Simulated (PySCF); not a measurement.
## Dipole response of Pt- (platinum, charge -1)

[Xe] 4f14 5d9 6s2, 2D determinant. All numbers are calculated (PySCF 2.14, a scalar-relativistic core potential, in def2-QZVPPD with the def2 core potential (60 electrons) (7s5p4d4f2g, 88 functions)). Coupled (time-dependent) response in atomic units; α is the mean over directions.

| method | mean α (bohr³) | α xx, yy, zz | C₆ (like pair) | S(−4) |
| --- | --- | --- | --- | --- |
| UHF | 142.2 | 143.8, 143.8, 138.9 | 1941 | 18810 |

S(−4) is the Cauchy moment in α(ω) = α(0) + S(−4) ω² + …

Spin-orbit coupling is absent.

α(iu) at UHF:

```
u (hartree)  α(iu) (bohr³)
          0          142.2
     0.0500          115.7
      0.100          82.00
      0.200          43.89
      0.300          28.24
      0.500          15.94
      0.750          10.04
       1.00          7.139
       1.50          4.276
       2.00          2.877
       3.00          1.560
       5.00         0.6614
```

A single London oscillator, α(iu) = α/(1 + u²/ω²), gives C₆ = (3/4) ω α². Matching the computed C₆ needs ω = 4 × 1941 / (3 × 142.2²) = 0.128 hartree.

For an ion, C₆ is the dispersion term alone; charge-induced terms of lower order in 1/R come first.

The components differ because the open shell of this determinant is not spherical; for a pure term their mean is the scalar polarisability.

Energies and moments cover only the electrons outside the core potential. Spin-orbit coupling, absent here, splits the open shell strongly.
